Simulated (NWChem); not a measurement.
System: Si$_{2}$H$_{3}$ cation, singlet

Parts of the log:

```
             Northwest Computational Chemistry Package (NWChem) 7.3.0
             --------------------------------------------------------

                             Geometry "geometry" -> ""
                             -------------------------

 Output coordinates in angstroms (scale by  1.889725989 to convert to a.u.)

  No.       Tag          Charge          X              Y              Z
 ---- ---------------- ---------- -------------- -------------- --------------
    1 Si                  14.0000     0.00000000     0.00000000     1.33261200
    2 Si                  14.0000     0.00000000     0.00000000    -1.07543600
    3 H                    1.0000     1.20901400    -0.79271700    -1.44972900
    4 H                    1.0000     0.08200700     1.44339500    -1.44972900
    5 H                    1.0000    -1.29102000    -0.65067800    -1.44972900

 Effective nuclear repulsion energy (a.u.)      65.6765101391

                                 NWChem DFT Module
                                 -----------------

 Summary of "ao basis" -> "ao basis" (spherical)
 ------------------------------------------------------------------------------
       Tag                 Description            Shells   Functions and Types
 ---------------- ------------------------------  ------  ---------------------
 Si                        def2-svpd                10       24   5s3p2d
 H                         def2-svpd                 4        8   2s2p

            General Information
            -------------------
          SCF calculation type: DFT
          Wavefunction type:  closed shell.
          No. of atoms     :     5
          No. of electrons :    30
           Alpha electrons :    15
            Beta electrons :    15
          Charge           :     1
          Spin multiplicity:     1
          Use of symmetry is: off; symmetry adaption is: off
          Maximum number of iterations: 150
          AO basis - number of functions:    72
                     number of shells:    32
          Convergence on energy requested:  1.00D-06
          Convergence on density requested:  1.00D-05
          Convergence on gradient requested:  5.00D-04

              XC Information
              --------------
                         B3LYP Method XC Potential
                     Hartree-Fock (Exact) Exchange  0.200
                        Slater Exchange Functional  0.800 local
                    Becke 1988 Exchange Functional  0.720 non-local
              Lee-Yang-Parr Correlation Functional  0.810
                  VWN I RPA Correlation Functional  0.190 local

[...]

                                NWChem TDDFT Module
                                -------------------

            General Information
            -------------------
           No. of orbitals :     144
            Alpha orbitals :      72
             Beta orbitals :      72
        Alpha frozen cores :       0
         Beta frozen cores :       0
     Alpha frozen virtuals :       0
      Beta frozen virtuals :       0
         Spin multiplicity :       1
    Number of AO functions :      72
        Use of symmetry is : off
      Symmetry adaption is : off
         Schwarz screening :  0.10D-07

              XC Information
              --------------
                  B3LYP Method XC Potential
              Hartree-Fock (Exact) Exchange   0.20
                 Slater Exchange Functional   0.80 local
             Becke 1988 Exchange Functional   0.72 non-local
       Lee-Yang-Parr Correlation Functional   0.81
           VWN I RPA Correlation Functional   0.19 local

             TDDFT Information
             -----------------
          Calculation type : TDDFT
         Wavefunction type : Restricted singlets
          No. of electrons :      30
           Alpha electrons :      15
            Beta electrons :      15
              No. of roots :       8
          Max subspacesize :    5600
            Max iterations :     100
               Target root :       1
           Target symmetry : none
      Symmetry restriction : off
                 Algorithm : Optimal
        Davidson threshold :  0.10D-03

    8 smallest eigenvalue differences (eV)
--------------------------------------------------------
  No. Spin  Occ  Vir  Irrep   E(Occ)    E(Vir)   E(Diff)
--------------------------------------------------------
    1    1   15   16 a        -0.472    -0.363     2.947
    2    1   15   17 a        -0.472    -0.363     2.947
    3    1   14   16 a        -0.555    -0.363     5.219
    4    1   14   17 a        -0.555    -0.363     5.219
    5    1   13   16 a        -0.555    -0.363     5.219
    6    1   13   17 a        -0.555    -0.363     5.219
    7    1   15   18 a        -0.472    -0.183     7.846
    8    1   15   19 a        -0.472    -0.167     8.287
--------------------------------------------------------

  Entering Davidson iterations
  Restricted singlet excited states

  Iter   NTrls   NConv    DeltaV     DeltaE      Time
  ----  ------  ------  ---------  ---------  ---------
    1      8       0     0.16E+00   0.10+100       10.2
    2     24       0     0.26E-01   0.18E-01       16.8
    3     40       0     0.90E-02   0.72E-03       17.0
    4     56       3     0.36E-02   0.44E-04       16.9
    5     66       4     0.12E-02   0.49E-05       11.7
    6     74       6     0.38E-01   0.19E-01        9.9
    7     78       7     0.68E-02   0.16E-02        5.7
    8     80       7     0.12E-02   0.50E-04        4.0
    9     82       7     0.39E-03   0.75E-06        4.0
   10     84       7     0.13E-03   0.59E-07        4.0
   11     86       8     0.51E-04   0.63E-08        3.7
  ----  ------  ------  ---------  ---------  ---------
  Convergence criterion met

  Ground state a        -580.263203301565 a.u.

[...]
```

Level: B3LYP/def2-SVPD, full TDDFT. Low-valent species are run as closed-shell singlets; no triplet was tried in these runs. Coordinates come from a PBE0/def2-SVP optimisation.

### Question
Which NWChem input produces such a log?

### Answer
Several could match; the one computed here: the input that was run:
```
start job
memory heap 200 mb stack 700 mb global 900 mb
charge 1
geometry units angstroms noautosym nocenter noautoz
  Si     0.000000     0.000000     1.332612
  Si     0.000000     0.000000    -1.075436
  H      1.209014    -0.792717    -1.449729
  H      0.082007     1.443395    -1.449729
  H     -1.291020    -0.650678    -1.449729
end
basis spherical
  * library def2-svpd
end
dft
  xc b3lyp
  iterations 150
end
tddft
  nroots 8
  notriplet
end
task tddft energy
```
